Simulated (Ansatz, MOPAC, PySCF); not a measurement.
Species: KO (charge 0, doublet). SMILES: [O][K]
Coordinates optimised at B3LYP-D3(BJ)/def2-TZVP (Ansatz, a quantum-chemistry and plane-wave program):
```
K
O 1 2.2026
```
Charge 0, spin multiplicity 2.

Unscaled harmonic wavenumbers (cm⁻¹) in rising order, each level at the stationary point that it reaches from this structure (no distance between atoms moves by over 0.3 Å); the order of modes can differ between levels, and a negative number is imaginary. B3LYP-D3(BJ)/def2-TZVP (PySCF, at the structure above): 421.

AM1 (MOPAC): 395. Zero-point energy 0.6 against 0.6 kcal/mol.

PM6 (MOPAC): 339. Zero-point energy 0.5 against 0.6 kcal/mol.

B3LYP/6-31G* with LANL2DZ past Ar (Ansatz): 345. Zero-point energy 0.5 against 0.6 kcal/mol.
